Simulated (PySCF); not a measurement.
Species: C₇H₁₃P.
Atom-mapped SMILES: `[CH2:1]1[CH2:2][CH:3]2[CH2:4][CH2:5][CH2:6][P:7]2[CH2:8]1` (hydrogens: H9, H10 on C1; H11, H12 on C2; H13 on C3; H14, H15 on C4; H16, H17 on C5; H18, H19 on C6; H20, H21 on C8)

Method: PBE0-D3(BJ)/def2-SVP geometry optimisation, gas phase in PySCF 2.14.0; density fitting, grid level 1; the optimiser is geomeTRIC in internal coordinates, started from a GFN2-xTB structure with every atom displaced at random (about 0.01 Å).

Step 0: E = -16740.1967 eV
```
atom  x, y, z in Å  |  force x, y, z in eV/Å
C1      1.9166    0.4920    0.4351   -1.610   0.954  -0.230
C2      1.5794   -0.8810   -0.1064   -0.282  -0.028   0.043
C3      0.1155   -0.8579   -0.6020    1.301   0.022   0.198
C4     -0.8578   -0.9878    0.5381   -2.193  -0.303  -0.626
C5     -2.0379   -0.0267    0.2589    1.300   0.641   1.129
C6     -1.3897    1.3049   -0.1303   -0.102  -0.457  -0.414
P7     -0.1075    0.8245   -1.4169   -0.211   0.329   0.082
C8      1.4627    1.5045   -0.6517   -1.059  -0.855   1.273
H9      1.3378    0.6959    1.3737    0.342  -0.149  -0.423
H10     2.9557    0.6308    0.6637    1.000  -0.036   0.285
H11     1.7215   -1.6482    0.6661    0.049  -0.248  -0.019
H12     2.2574   -1.0943   -0.9350    0.225  -0.230  -0.279
H13    -0.0557   -1.6338   -1.3441   -0.026  -0.356  -0.282
H14    -1.2693   -2.0143    0.6266    0.327   0.092   0.033
H15    -0.4271   -0.7403    1.4930    0.501   0.275   0.717
H16    -2.6414   -0.3782   -0.5523   -0.642  -0.499  -0.831
H17    -2.6805    0.1065    1.1390   -0.177  -0.115   0.081
H18    -2.1181    2.0058   -0.5439   -0.130   0.259  -0.081
H19    -0.9050    1.7669    0.7314    0.126   0.190   0.304
H20     2.1717    1.5626   -1.4359    1.184   0.170  -1.106
H21     1.2693    2.5107   -0.2788    0.077   0.343   0.144
```

Step 1: E = -16740.3752 eV
```
atom  x, y, z in Å  |  force x, y, z in eV/Å
C1      1.9098    0.5101    0.4238    0.292  -0.003   0.056
C2      1.5915   -0.8855   -0.1076    0.014   0.020   0.022
C3      0.1399   -0.8647   -0.5923   -0.155  -0.081  -0.045
C4     -0.9059   -0.9863    0.5349    0.246   0.122   0.149
C5     -2.0493   -0.0159    0.2708   -0.202  -0.114  -0.253
C6     -1.4116    1.3089   -0.1306    0.044   0.091   0.067
P7     -0.1188    0.8369   -1.4013   -0.027   0.017  -0.057
C8      1.4552    1.5029   -0.6407    0.263   0.048  -0.324
H9      1.3596    0.6802    1.3633   -0.052   0.036   0.034
H10     2.9844    0.6268    0.6704   -0.191  -0.028  -0.050
H11     1.7488   -1.6675    0.6547   -0.001   0.003  -0.003
H12     2.2689   -1.1198   -0.9478   -0.038   0.008   0.014
H13    -0.0352   -1.6515   -1.3442    0.029   0.045   0.019
H14    -1.2490   -2.0237    0.6366   -0.089  -0.119   0.032
H15    -0.4352   -0.7180    1.5025   -0.038  -0.036  -0.141
H16    -2.6774   -0.3924   -0.5665    0.141   0.078   0.184
H17    -2.7173    0.0906    1.1404   -0.005  -0.004   0.019
H18    -2.1354    2.0237   -0.5525    0.018  -0.033   0.011
H19    -0.9362    1.7904    0.7437   -0.028  -0.025  -0.053
H20     2.2064    1.5697   -1.4616   -0.234  -0.021   0.294
H21     1.3042    2.5280   -0.2678    0.012  -0.003   0.023
```

Problem. Estimate the geometry and energy of step 2. (The exact step hangs on the optimiser's Hessian estimate; all steps are aligned on step 1, rigid shifts and turns removed.)

Solution. E = -16740.3816 eV, largest force 0.097 eV/Å
```
atom  x, y, z in Å  |  force x, y, z in eV/Å
C1      1.9099    0.5117    0.4243    0.031  -0.017   0.033
C2      1.5870   -0.8835   -0.1070    0.011   0.007   0.016
C3      0.1360   -0.8648   -0.5959   -0.048  -0.034   0.010
C4     -0.9025   -0.9878    0.5351    0.052   0.006   0.018
C5     -2.0481   -0.0185    0.2697   -0.053  -0.015  -0.039
C6     -1.4102    1.3086   -0.1311    0.012   0.013   0.027
P7     -0.1188    0.8393   -1.4049   -0.003   0.010  -0.006
C8      1.4592    1.5039   -0.6435    0.048   0.016  -0.082
H9      1.3551    0.6895    1.3619   -0.009   0.002  -0.010
H10     2.9792    0.6243    0.6714   -0.022  -0.010  -0.010
H11     1.7421   -1.6655    0.6556    0.003  -0.003  -0.002
H12     2.2631   -1.1192   -0.9465    0.003   0.002  -0.001
H13    -0.0360   -1.6497   -1.3484    0.019   0.009  -0.005
H14    -1.2526   -2.0271    0.6426   -0.010   0.009   0.003
H15    -0.4272   -0.7188    1.4956   -0.006   0.000  -0.024
H16    -2.6729   -0.3947   -0.5610    0.029   0.013   0.022
H17    -2.7147    0.0874    1.1413    0.000   0.004   0.005
H18    -2.1352    2.0215   -0.5512   -0.005  -0.004  -0.004
H19    -0.9353    1.7891    0.7416   -0.003  -0.002  -0.006
H20     2.2076    1.5684   -1.4535   -0.040  -0.006   0.046
H21     1.3119    2.5287   -0.2679   -0.007  -0.002   0.011
```

The energy changes by -0.0065 eV. The first-order estimate −F·Δx gives -0.0114 eV and the mean of the old and new forces, exact on a quadratic surface, -0.0065 eV. The step makes an angle of 63° with the force vector and moves no atom by more than 0.011 Å.

What follows is the cost of the whole optimisation. The run took 77 s wall on Arm Neoverse V1, one thread, shared host with 32 logical CPUs at a one-minute load of 26, and the process peaked at 0.74 GiB of memory.
